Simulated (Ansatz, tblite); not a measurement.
Removing and adding an electron: In₇N₇H₂₀, a nanocrystal cut from zinc blende InN (hydrogen-capped). Total charge 0; singlet. Geometry: PBE-D4/def2-SVP. Ansatz, gas phase; energy differences of separate SCF runs; the oxidised species was run as a doublet alone; the reduced species was run as a doublet alone.

```xyz
34

In   -2.744    1.969   -0.529
In    3.508    0.192    0.158
In    0.288    0.723   -2.031
In    0.084    1.425    1.642
In   -2.700   -0.850    1.916
In    0.332   -2.107    0.422
In   -2.496   -1.552   -1.744
N     2.400    1.417    1.594
N    -0.448    1.898   -0.387
N    -3.131   -0.171   -0.142
N     2.585    0.781   -1.738
N     2.625   -1.785    0.484
N    -0.223   -1.295   -1.490
N    -0.408   -0.660    1.830
H    -3.029    2.341   -2.215
H    -3.200    2.928    0.862
H     5.245    0.287    0.237
H     0.129    1.278   -3.668
H    -0.237    2.540    2.933
H    -3.160    0.383    3.069
H    -2.953   -2.577    2.049
H     0.208   -3.809    0.742
H    -2.805   -0.842   -3.314
H    -2.766   -3.211   -1.257
H     2.692    2.402    1.491
H     2.709    1.177    2.549
H    -0.195    2.885   -0.562
H    -4.165   -0.227   -0.188
H     2.885    1.740   -1.974
H     2.989    0.211   -2.498
H     3.029   -2.449   -0.194
H     2.946   -2.151    1.394
H     0.144   -1.924   -2.223
H    -0.135   -0.968    2.778
```

In the def2 sets In takes a core potential; there is no spin–orbit coupling. The xTB rows come from tblite. Single mean-field runs in def2-TZVP are fitted with def2-universal-jkfit.

```json
{"level": "GFN1-xTB", "−HOMO (eV)": "8.30", "vertical IE (eV)": "10.13", "−LUMO (eV)": "5.40", "vertical EA (eV)": "3.93", "HOMO–LUMO gap (eV)": "2.90", "IE − EA (eV)": "6.20", "remarks": "–"}
{"level": "GFN2-xTB", "−HOMO (eV)": "10.35", "vertical IE (eV)": "12.21", "−LUMO (eV)": "7.86", "vertical EA (eV)": "6.05", "HOMO–LUMO gap (eV)": "2.50", "IE − EA (eV)": "6.16", "remarks": "–"}
{"level": "PBE-D4/def2-TZVP", "−HOMO (eV)": "5.60", "vertical IE (eV)": "–", "−LUMO (eV)": "2.30", "vertical EA (eV)": "0.81", "HOMO–LUMO gap (eV)": "3.30", "IE − EA (eV)": "–", "remarks": "HOMO above zero (-1 doublet)"}
{"level": "PBE0-D4/def2-TZVP", "−HOMO (eV)": "6.74", "vertical IE (eV)": "8.19", "−LUMO (eV)": "1.51", "vertical EA (eV)": "0.50", "HOMO–LUMO gap (eV)": "5.23", "IE − EA (eV)": "7.69", "remarks": "HOMO above zero (-1 doublet)"}
```

Run but left out: PBE-D4/def2-TZVP (charge +1 doublet: an occupied level 0.11 eV above an empty one).   A HOMO above zero means that the electron is unbound at that level or that self-interaction error raises the level; the energy of removing that electron tells which. Raw xTB energy differences between charge states are shifted by several eV; the methods need an empirical correction for them. Sets without diffuse functions give affinities that are too small.
